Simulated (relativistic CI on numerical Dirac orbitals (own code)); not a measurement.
## Crystal-field levels of Ta4+, 5d

Calculated by Dirac-Coulomb-Breit CI, KLI orbitals optimised for each configuration, QED by a radiative potential, valence Slater integrals scaled by 0.85, one configuration in a parametric crystal field (own radial code).

Field parameters in Wybourne normalisation: Oh B⁴₀ = 21Dq, B⁴₄ = √(5/14) B⁴₀. The field is a parameter set, without covalency.

S and J are read from ⟨S²⟩ = S(S + 1) and ⟨J²⟩ = J(J + 1) of each level; they are not fictitious spins.

Oh, 10Dq = 8500 cm⁻¹, the lowest 3 levels:

```tsv
E (cm⁻¹)	Degeneracy	Irrep	S	J
0.0	4	Γ8	0.50	1.69
4339	2	Γ7	0.50	2.50
11276	4	Γ8	0.50	2.36
```

Oh, 10Dq = 15300 cm⁻¹, the lowest 3 levels:

```csv
E (cm⁻¹),Degeneracy,Irrep,S,J
0.0,4,Γ8,0.50,1.78
4034,2,Γ7,0.50,2.50
17466,4,Γ8,0.50,2.29
```

The free-ion ground term has S = 1/2. Every field shown keeps that spin.

Levels of this model without a field, named by their leading LS term: 2D_3/2 0, 2D_5/2 5902 cm⁻¹.
